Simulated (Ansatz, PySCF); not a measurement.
CH$_{6}$SeSi, singlet, at a GFN2-xTB geometry, with bond 9-3 at 1.8 times its length. Base run: CASSCF(6,4)/STO-3G in PySCF.

PySCF was given this input:
```python
from pyscf import gto, scf, mcscf
import numpy

mol = gto.Mole()
mol.atom = '''
    Si   -0.966863    0.736661    0.349138
    C    -2.267131   -0.642804    0.373701
    Se    1.054549   -0.157923   -0.285683
    H    -1.228497    1.746522   -0.670433
    H    -0.792974    1.329222    1.674949
    H    -2.025222   -1.401960    1.113221
    H    -3.246160   -0.243037    0.616497
    H    -2.336314   -1.133144   -0.593753
    H     0.800439   -2.366064    1.025203
'''
mol.basis = 'sto-3g'
mol.charge = 0
mol.spin = 0
mol.verbose = 4
mol.build()

mf = scf.RHF(mol)
mf.kernel()
mc = mcscf.CASSCF(mf, 4, 6)
mc.fix_spin_(ss=0.0)
mc.kernel()
occ = numpy.linalg.eigvalsh(mc.fcisolver.make_rdm1(mc.ci, mc.ncas, mc.nelecas))[::-1]
ss = mc.fcisolver.spin_square(mc.ci, mc.ncas, mc.nelecas)[0]
print('natural occupations', occ.round(4), ' <S^2>', round(ss, 4))
```

Programs used: Ansatz (a program for electronic structure), PySCF; a row that names a program was run with it.

Variants of this job, named by their change:

```tsv
change	ΔE vs base (kcal/mol)	natural occupations	<S^2> of the state
base	0.000	2.00 2.00 1.50 0.50	0.00
code = ansatz; correction = SC-NEVPT2, all electrons	-63.7	-	-
conv_tol = 1e-5	0.099	2.00 2.00 1.50 0.50	0.00
start = MP2 natural orbitals	0.035	2.00 2.00 1.50 0.50	0.00
correction = SC-NEVPT2	-63.7	2.00 2.00 1.50 0.50	0.00
active space = 8 electrons, 9 orbitals	-27.99	1.98 1.97 1.97 1.50 0.50 0.03 0.02 0.02 0.00	0.00
active space = 6 electrons, 6 orbitals	-16.03	1.98 1.97 1.50 0.50 0.03 0.02	0.00
orbitals = fixed (CASCI); correction = SC-NEVPT2	-63.1	2.00 2.00 1.52 0.48	0.00
orbitals = fixed (CASCI)	2.80	2.00 2.00 1.52 0.48	0.00
fix_spin_ = off	0.000	2.00 2.00 1.50 0.50	0.00
active space = 10 electrons, 9 orbitals	-27.94	2.00 1.98 1.97 1.97 1.50 0.50 0.03 0.02 0.02	0.00
```

Active orbitals are taken around the Fermi level unless the row says otherwise; CASSCF can end in different local minima, and two programs can end on different orbitals. State-averaged rows give the lowest state.
